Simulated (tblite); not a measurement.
Task: Write a Z-matrix for `FC(F)O[C@@H]1O[C@@H]1C(F)F` as optimised with GFN2-xTB.

Result: 
Z-matrix in Å and degrees, rows numbered from 1:
```
F 
C   1  1.3532
F   2  1.3312  1  106.93
O   2  1.3678  1  110.83  3  -117.30
C   4  1.3866  2  114.35  1   -72.03
O   5  1.3833  4  117.00  2   -75.15
C   6  1.4002  5   63.56  4  -107.80
C   7  1.5153  5  119.72  6  -105.25
F   8  1.3507  7  109.68  5   -83.40
F   8  1.3503  7  110.16  5   160.01
H   2  1.1057  1  107.72  3   117.61
H   5  1.0878  4  114.60  2    66.32
H   7  1.0863  5  119.53  6   103.74
H   8  1.0993  7  112.98  5    38.22
```

Of the pairs four or more bonds apart, O4···H14 is among the closest relative to their van der Waals radii: 2.62 Å, 96 % of the sum of Bondi's values. The 4 C–O bonds span 1.368 Å (C2–O4, drawn single) to 1.400 Å (O6–C7, drawn single), a spread of 0.032 Å. The C–C distances run from 1.466 Å (C5–C7, drawn single) to 1.515 Å (C7–C8, drawn single), a spread of 0.049 Å. The C–F distances run from 1.331 Å (C2–F3, drawn single) to 1.353 Å (F1–C2, drawn single), a spread of 0.022 Å.

Structure optimised with GFN2-xTB, isolated species.

Point group: C1 (no symmetry element, even within 0.4 Å). Its GFN2-xTB frequencies are all real (lowest 32 cm⁻¹). One conformer, not necessarily the lowest (F1–C2–O4–C5 -72°, C2–O4–C5–O6 -75°, O6–C7–C8–F9 -150°). 2 starts were optimised and ended at 0.00 and 0.39 kcal/mol (GFN2-xTB); the lowest of these is shown.

All values are computed, not measured.
